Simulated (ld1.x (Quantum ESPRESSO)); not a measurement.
PBE PAW dataset for carbon (C), scalar-relativistic all-electron reference.

The input file (ld1.x (Quantum ESPRESSO) 7.5):

```
&input
   title='C', zed=6., rel=1, dft='PBE', iswitch=3,
   config='[He] 2s2 2p2 3d-2',
   nld=3, rlderiv=3.75, eminld=-3.0, emaxld=5.0, deld=0.02
 /
 &inputp
   pseudotype=3, lpaw=.true., tm=.true., lloc=-1, rcloc=1.15,
   nlcc=.true., rcore=0.95,
   which_augfun='PSQ', rmatch_augfun_nc=.true.,
   file_pseudopw='C.UPF', file_wfcaegen='ae.wfc', file_wfcncgen='nc.wfc', file_beta='beta', file_chi='chi', file_wfcusgen='us.wfc'
 /
6
2S  1  0   2.00   0.00  1.30  1.45  0.0
2S  1  0   0.00   1.65  1.30  1.45  0.0
2P  2  1   2.00   0.00  2.30  3.05  0.0
2P  2  1   0.00   2.20  2.30  3.05  0.0
3D  3  2  -2.00  -0.05  3.00  3.45  0.0
3D  3  2  -2.00   1.75  3.00  3.45  0.0
 &test
   configts(1)='2s2 2p2'
 /
```

Command:

```bash
ld1.x < C.in > C.out
```

The program printed (shortened: banner, matrices, multipoles, cross overlaps and the repeated all-electron block are left out):

```
Program LD1 v.7.5
     --------------------------- All-electron run ----------------------------

     C
     scalar relativistic calculation

     atomic number is  6.00
     dft =PBE   lsd =0 sic =0 latt =0  beta=0.20 tr2=1.0E-14
     Exchange-correlation= PBE
                           (   1   4   3   4   0   0   0)
     mesh =1073 r(mesh) = 100.30751 a.u. xmin = -7.00 dx = 0.01250
     1 Ry =  13.60569312 eV, c = 137.03599908

     n l     nl                  e(Ry)          e(Ha)          e(eV)
     1 0     1S 1( 2.00)       -20.0931       -10.0465      -273.3801
     2 0     2S 1( 2.00)        -1.0107        -0.5053       -13.7509
     2 1     2P 1( 2.00)        -0.3885        -0.1942        -5.2856

     final scf error:  7.5E-15 reached in  29 iterations

     Etot =     -75.529949 Ry,     -37.764975 Ha,   -1027.637314 eV

     Ekin =      75.328024 Ry,      37.664012 Ha,    1024.889976 eV
     Encl =    -176.093472 Ry,     -88.046736 Ha,   -2395.873743 eV
     Eh   =      35.391585 Ry,      17.695793 Ha,     481.527051 eV
     Exc  =     -10.156087 Ry,      -5.078043 Ha,    -138.180598 eV

     normalization and overlap integrals

     s(1S/1S) =  1.000000  <r> =   0.2706  <r2> =    0.0993  r(max) =   0.1730
     s(2S/2S) =  1.000000  <r> =   1.5715  <r2> =    2.9912  r(max) =   1.2162
     s(2P/2P) =  1.000000  <r> =   1.7999  <r2> =    4.2589  r(max) =   1.2011

     ------------------------ End of All-electron run ------------------------

     --------------------- Generating PAW atomic setup --------------------

      Generating local potential from pseudized AE potential:
      Matching radius rcloc =   1.1500

      Local pseudo, rcloc= 1.143 Estimated cut-off energy=    18.30 Ry

      Computing core charge for nlcc:

       r > 0.96 : true rho core
       r < 0.96 : rho core = a sin(br)/r    a=   0.13  b=   2.93

      Integrated core pseudo-charge :   0.05
      Wfc-us  2S rcutus= 1.467  Estimated cut-off energy=    21.51 Ry
      Wfc-us  2S rcutus= 1.467  Estimated cut-off energy=    30.62 Ry
      Wfc-us  2P rcutus= 3.029  Estimated cut-off energy=     8.86 Ry
      Wfc-us  2P rcutus= 3.029  Estimated cut-off energy=    10.08 Ry
      Wfc-us  3D rcutus= 3.432  Estimated cut-off energy=     8.56 Ry
      Wfc-us  3D rcutus= 3.432  Estimated cut-off energy=    13.84 Ry

     Required augmentation: PSQ   radius:    3.450000

     Q pseudized with Bessel functions
     Expected ecutrho=     146.3399 due to l1=  0   l2=  2

     Estimated PAW energy =  -17.765829 Ryd

     ------------------- End of pseudopotential generation -------------------

     Computing logarithmic derivative in   3.76976
     Computing logarithmic derivative in   3.76976
     Computing the partial wave expansion
     R is outside the sphere for l=    0 j= 0.00
     R is outside the sphere for l=    0 j= 0.00
     R is outside the sphere for l=    1 j= 0.00
     R is outside the sphere for l=    1 j= 0.00
     R is outside the sphere for l=    2 j= 0.00
     R is outside the sphere for l=    2 j= 0.00

     ---------------------- Testing the pseudopotential ----------------------

     C
     scalar relativistic calculation

     atomic number is  6.00   valence charge is  4.00
     dft = SLA  PW   PBX  PBC   lsd =0 sic =0 latt =0  beta=0.20 tr2=1.0E-14
     mesh =1073 r(mesh) = 100.30751 xmin = -7.00 dx = 0.01250

     n l     nl             e AE (Ry)        e PS (Ry)    De AE-PS (Ry)
     1 0     2S   1( 2.00)       -1.01067       -1.01067        0.00000
     2 1     2P   1( 2.00)       -0.38849       -0.38849        0.00000

     eps = 4.5E-15  iter =  3

     Etot =     -75.529949 Ry,     -37.764975 Ha,   -1027.637314 eV
     Etotps =   -17.765838 Ry,      -8.882919 Ha,    -241.716546 eV

     Ekin =      11.490134 Ry,       5.745067 Ha,     156.331235 eV
     Encl =     -27.864944 Ry,     -13.932472 Ha,    -379.121873 eV
     Ehrt =       8.765057 Ry,       4.382529 Ha,     119.254679 eV
     Ecxc =     -10.156086 Ry,      -5.078043 Ha,    -138.180587 eV
     (Ecc =      -0.023518 Ry,      -0.011759 Ha,      -0.319981 eV)

     ---------------------- End of pseudopotential test ----------------------
```

Generation and configuration tests took about 1.7 s on one core of a shared server CPU.

Transferability test of the new file with ld1.x, input:

```
&input
   title='C', zed=6., rel=1, dft='PBE', iswitch=2,
   config='[He] 2s2 2p2 3d-2'
 /
 &test
   file_pseudo='C.UPF', nconf=8,
   configts(1)='2s2 2p2',
   configts(2)='2s2 2p1',
   configts(3)='2s2 2p0',
   configts(4)='2s1 2p0',
   configts(5)='2s2 2p2.3',
   configts(6)='2s0 2p4',
   configts(7)='2s1 2p2',
   configts(8)='2s2 2p1.5'
 /
```

```bash
ld1.x < C.test.in > C.test.out
```

Pseudopotential blocks of its output, shortened (energy terms left out):

```
     ---------------------- Testing the pseudopotential ----------------------

     n l     nl             e AE (Ry)        e PS (Ry)    De AE-PS (Ry)
     1 0     2S   1( 2.00)       -1.01067       -1.01067        0.00000
     2 1     2P   1( 2.00)       -0.38849       -0.38849        0.00000

     eps = 4.5E-15  iter =  3

     Etot =     -75.529950 Ry,     -37.764975 Ha,   -1027.637315 eV
     Etotps =   -17.765838 Ry,      -8.882919 Ha,    -241.716546 eV

     ---------------------- End of pseudopotential test ----------------------

          ---------------------- Testing the pseudopotential ----------------------

     n l     nl             e AE (Ry)        e PS (Ry)    De AE-PS (Ry)
     1 0     2S   1( 2.00)       -1.89321       -1.89274       -0.00047
     2 1     2P   1( 1.00)       -1.24984       -1.24963       -0.00021

     eps = 1.5E-15  iter =  7

     Etot =     -74.731642 Ry,     -37.365821 Ha,   -1016.775790 eV
     Etotps =   -16.967750 Ry,      -8.483875 Ha,    -230.858003 eV
     dEtot_ae =       0.798307 Ry
     dEtot_ps =       0.798088 Ry,   Delta E=       0.000219 Ry

     ---------------------- End of pseudopotential test ----------------------

          ---------------------- Testing the pseudopotential ----------------------

     n l     nl             e AE (Ry)        e PS (Ry)    De AE-PS (Ry)
     1 0     2S   1( 2.00)       -2.96779       -2.96836        0.00056
     2 1     2P   1( 0.00)       -2.33472       -2.33544        0.00072

     eps = 5.9E-15  iter = 19

     Etot =     -72.956190 Ry,     -36.478095 Ha,    -992.619534 eV
     Etotps =   -15.191820 Ry,      -7.595910 Ha,    -206.695242 eV
     dEtot_ae =       2.573759 Ry
     dEtot_ps =       2.574018 Ry,   Delta E=      -0.000259 Ry

     ---------------------- End of pseudopotential test ----------------------

          ---------------------- Testing the pseudopotential ----------------------

     n l     nl             e AE (Ry)        e PS (Ry)    De AE-PS (Ry)
     1 0     2S   1( 1.00)       -4.12371       -4.12545        0.00175
     2 1     2P   1( 0.00)       -3.53554       -3.53463       -0.00090

     eps = 1.5E-15  iter = 16

     Etot =     -69.413985 Ry,     -34.706993 Ha,    -944.425378 eV
     Etotps =   -11.648466 Ry,      -5.824233 Ha,    -158.485458 eV
     dEtot_ae =       6.115964 Ry
     dEtot_ps =       6.117372 Ry,   Delta E=      -0.001408 Ry

     ---------------------- End of pseudopotential test ----------------------

          ---------------------- Testing the pseudopotential ----------------------

     n l     nl             e AE (Ry)        e PS (Ry)    De AE-PS (Ry)
     1 0     2S   1( 2.00)       -0.79555       -0.79577        0.00023
     2 1     2P   1( 2.30)       -0.18408       -0.18427        0.00018

     eps = 1.4E-16  iter = 11

     Etot =     -75.615089 Ry,     -37.807544 Ha,   -1028.795691 eV
     Etotps =   -17.851010 Ry,      -8.925505 Ha,    -242.875365 eV
     dEtot_ae =      -0.085139 Ry
     dEtot_ps =      -0.085172 Ry,   Delta E=       0.000032 Ry

     ---------------------- End of pseudopotential test ----------------------

          ---------------------- Testing the pseudopotential ----------------------

     n l     nl             e AE (Ry)        e PS (Ry)    De AE-PS (Ry)
     1 0     2S   1( 0.00)       -1.07284       -1.07260       -0.00024
     2 1     2P   1( 4.00)       -0.44775       -0.44731       -0.00044

     eps = 7.1E-15  iter =  9

     Etot =     -74.282291 Ry,     -37.141146 Ha,   -1010.662061 eV
     Etotps =   -16.518012 Ry,      -8.259006 Ha,    -224.739008 eV
     dEtot_ae =       1.247658 Ry
     dEtot_ps =       1.247826 Ry,   Delta E=      -0.000168 Ry

     ---------------------- End of pseudopotential test ----------------------

          ---------------------- Testing the pseudopotential ----------------------

     n l     nl             e AE (Ry)        e PS (Ry)    De AE-PS (Ry)
     1 0     2S   1( 1.00)       -1.90007       -1.89924       -0.00082
     2 1     2P   1( 2.00)       -1.25670       -1.25608       -0.00061

     eps = 3.3E-16  iter =  7

     Etot =     -74.088243 Ry,     -37.044121 Ha,   -1008.021894 eV
     Etotps =   -16.324593 Ry,      -8.162296 Ha,    -222.107402 eV
     dEtot_ae =       1.441707 Ry
     dEtot_ps =       1.441245 Ry,   Delta E=       0.000461 Ry

     ---------------------- End of pseudopotential test ----------------------

          ---------------------- Testing the pseudopotential ----------------------

     n l     nl             e AE (Ry)        e PS (Ry)    De AE-PS (Ry)
     1 0     2S   1( 2.00)       -1.42412       -1.42373       -0.00039
     2 1     2P   1( 1.50)       -0.78795       -0.78764       -0.00031

     eps = 5.0E-16  iter =  7

     Etot =     -75.238653 Ry,     -37.619327 Ha,   -1023.674027 eV
     Etotps =   -17.474619 Ry,      -8.737310 Ha,    -237.754305 eV
     dEtot_ae =       0.291296 Ry
     dEtot_ps =       0.291219 Ry,   Delta E=       0.000077 Ry

     ---------------------- End of pseudopotential test ----------------------
```
